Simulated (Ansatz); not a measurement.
Question: Name a neutral molecule of Cl, F, Mo, O with HOMO–LUMO gap (PBE0/def2-TZVPP) between 3.70 and 4.00 eV and LUMO energy (ωB97M-V/def2-TZVPP) between -3.60 and -3.30 eV (Ansatz, PBE0-D4/def2-TZVP geometry).

Answer: `[O]=[Mo]([F])([Cl])([Cl])[Cl]` (3.79 eV, -3.44 eV). Other molecules can fit too; these were computed, each in one conformer that needn't be the lowest.
